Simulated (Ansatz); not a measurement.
Relaxation of ClF$_{2}$H$_{3}$W (7 atoms, charge 0, multiplicity 1), to a largest force component of 0.02 eV/Å in at most 40 steps.

Theory: RKS BHLYP/def2-SVP (Ansatz).

```xyz
7
Properties=species:S:1:pos:R:3:forces:R:3
W 0.000 0.000 0.000 3.70 0.00 -0.71
F 0.000 0.000 1.850 -0.12 0.00 -1.40
F 1.850 0.000 0.000 0.44 0.00 0.04
H 0.000 1.720 0.000 -1.90 1.32 -0.17
H -1.720 0.000 0.000 -0.10 0.00 -0.01
H 0.000 -1.720 0.000 -1.90 -1.32 -0.17
Cl 0.000 0.000 -2.390 -0.13 0.00 2.44
```

Task: Where does it end, and by what steps?

Result: The forces met the threshold. After 9 steps the energy has fallen by 3.197 eV; H4 moved furthest, 0.81 Å.

```csv
step,energy less start (eV),largest force component (eV/Å),accepted
0,0.0000,3.704,yes
1,-1.3003,1.888,yes
2,-2.0984,2.208,yes
3,-2.7776,1.389,yes
4,-3.1354,0.443,yes
5,-3.1919,0.441,yes
6,-3.1964,0.170,yes
7,-3.1971,0.099,yes
8,-3.1973,0.027,yes
9,-3.1974,0.005,yes
```

```xyz
7
Properties=species:S:1:pos:R:3
W 0.309 0.000 -0.079
F 0.252 0.000 1.758
F 2.210 0.000 0.095
H -0.707 1.318 -0.036
H -1.402 0.000 0.078
H -0.707 -1.318 -0.036
Cl 0.174 0.000 -2.321
```

Time of the run: 57 s on 1 thread of Arm Neoverse V2, with other jobs on the host, peak memory 0.2 GiB.
